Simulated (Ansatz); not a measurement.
System: sum formula SiBr2Cl, charge 0, multiplicity 2. It need not be the lowest isomer of its formula. 
Geometry from a B3LYP-D3(BJ)/def2-TZVP (Ansatz, a first-principles code) optimisation:
```xyz
4

Cl    -0.5627     2.2697    -0.1260
Si    -0.0996     0.4023     0.6120
Br     1.9361    -0.1905    -0.0920
Br    -1.6229    -1.0728    -0.0916
```
Charge 0, spin multiplicity 2.

Property: atomisation energy (electronic, to ground-state atoms), in kcal/mol. Cores are frozen in the correlated levels unless marked. Open shells are spin-unrestricted. Spin-orbit coupling is left out. Frozen are the shells of the preceding noble gas and the d and f shells that filled before the atom's block. No relativistic terms. The coupled-cluster limit lacks core correlation, which all-electron functionals hold. CBS marks a two-point X^-3 extrapolation of the correlation energy; Hartree-Fock from the larger set.

```json
[
 {"level": "revPBE/def2-TZVPD", "program": "Ansatz", "atomisation energy (kcal/mol)": "241.6", "minus last row": "-7.2"},
 {"level": "CAM-B3LYP-D4/def2-TZVPD", "program": "Ansatz + dftd4", "atomisation energy (kcal/mol)": "241.5", "minus last row": "-7.3"},
 {"level": "CAM-B3LYP/def2-TZVPD", "program": "Ansatz", "atomisation energy (kcal/mol)": "237.3", "minus last row": "-11.5"},
 {"level": "RPA@PBE/def2-TZVPP", "program": "Ansatz", "atomisation energy (kcal/mol)": "208.0", "minus last row": "-40.8"},
 {"level": "RI-MP2/CBS(def2-TZVPP,def2-QZVPP)", "program": "Ansatz", "atomisation energy (kcal/mol)": "261.6", "minus last row": "12.8"},
 {"level": "CCSD/6-31G", "program": "Ansatz", "atomisation energy (kcal/mol)": "142.1", "minus last row": "-106.7"},
 {"level": "CCSD(T)/CBS(def2-TZVPP,def2-QZVPP)", "program": "Ansatz", "atomisation energy (kcal/mol)": "248.8", "minus last row": "0.0"}
]
```
